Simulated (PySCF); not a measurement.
These compounds are isomers of formula C₇H₁₀FOP.

A. `CC(C)(C)c1oc(F)cp1`
B. SMILES CC1=C(F)[P@@]1(=O)C1CCC1
C. `COc1[pH]c(C)c(C)c1F`

Spectrum 1. $^{1}$H NMR (300 MHz, computed): δ 6.01 (m, 1H), 1.41 (s, 9H). $^{13}$C{$^{1}$H} NMR (computed): δ 212.6 (C), 169.2 (C), 99.3 (CH), 40.1 (C), 31.0 (CH3).

Spectrum 2. $^{1}$H NMR (300 MHz, computed): δ 4.77 (m, 1H), 3.84 (s, 3H), 2.16 (s, 3H), 2.14 (m, 3H). $^{13}$C{$^{1}$H} NMR (computed): δ 152.1 (C), 151.9 (C), 147.1 (C), 123.3 (C), 60.2 (CH3), 16.3 (CH3), 13.7 (CH3).

Spectrum 3. $^{1}$H NMR (300 MHz, computed): δ 2.90 (m, 1H), 2.73 (m, 1H), 2.56 (m, 1H), 2.31 (m, 1H), 2.25 (m, 1H), 2.21 (m, 3H), 1.95 (m, 1H), 1.50 (m, 1H). $^{13}$C{$^{1}$H} NMR (computed): δ 182.1 (C), 144.6 (C), 38.8 (CH), 25.4 (CH2), 24.6 (CH2), 19.9 (CH2), 12.2 (CH3).

Calculated, not measured (PySCF 2.14): σ from GIAO-PBE0/pcSseg-1, structure optimised with GFN2-xTB. Rapidly exchanging positions averaged, single conformer, gas phase, no relativistic terms.

Shifts are taken against calculated references (same method and geometry level): TMS for $^{1}$H (σ = 31.72 ppm) and $^{13}$C (σ = 186.93 ppm). Splittings of carbon signals by F and P are missing where no couplings were computed. Where no couplings were computed, multiplicities follow the n + 1 count of equivalent neighbours, and m marks all less simple cases (inequivalent or close neighbours, rings, F or P nearby). Shifts are as computed. Against solution values, carbons near 30 ppm lie about +3 ppm off and those near 130 ppm about +5 ppm. Of 1211 compounds with measured shifts, 218 miss one by over three times the rms of a fit or turn the order of signals round; such compounds aren't used in these exercises.

Problem. Which spectrum belongs to which compound?

Solution. 1–A, 2–C, 3–B.

- Spectrum 1 (A): 5 $^{13}$C signals; δC 169.2 is an aromatic carbon bearing fluorine; δC 40.1 is a quaternary sp3 carbon on an aromatic ring.
- Spectrum 2 (C): 7 $^{13}$C signals; δC 60.2 is a methyl carbon bonded to O; δC 16.3 is a methyl carbon on an unsaturated ring.
- Spectrum 3 (B): 7 $^{13}$C signals; δC 144.6 is a fully substituted alkene carbon; δC 25.4 is an sp3 CH2 in a ring.
